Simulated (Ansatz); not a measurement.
Gas-phase reaction R1 → P1 + P2, each structure at its B3LYP-D3(BJ)/def2-TZVP stationary point, reached from a drawn start (curvature not checked).
R1, H4Ti (SMILES [TiH4]) (charge 0, multiplicity 1):
```
atom    x (Å)    y (Å)    z (Å)
----  -------  -------  -------
Ti    -0.0004  -0.0001  -0.0005
H      0.9854   0.9659   0.9857
H      0.9733  -0.9849  -0.9801
H     -0.9678   0.9928  -0.9787
H     -0.9905  -0.9736   0.9737
```
P1, H3Ti (SMILES [TiH3]) (charge 0, multiplicity 2):
```xyz
4

Ti    -0.0009    -0.0007    -0.1612
H      1.7169    -0.0097     0.0447
H     -0.8495     1.4920     0.0519
H     -0.8665    -1.4816     0.0648
```
P2: H atom, charge 0, multiplicity 2.

P less R. No zero-point or thermal terms; singlets are restricted closed shells; open shells are unrestricted; no spin–orbit coupling. The spin states of the d-block species are the ones drawn and need not be the lowest.

Correlated levels freeze the cores. CBS(a, b) extrapolates the correlation energy as X⁻³ and adds the Hartree–Fock energy of set b.

The values were computed with Ansatz (Gaussian orbitals). Each number belongs to the level named beside it.

Give the reaction energy at the level HF/def2-QZVPP.

15.5 kcal/mol

Predict the reaction energy from MP2/def2-SVP.

45.1 kcal/mol

What reaction energy does MP2/CBS(def2-TZVPP, def2-QZVPP) + ΔCCSD(T)/def2-TZVPP give?

55.0 kcal/mol

Ansatz is an electronic-structure program.
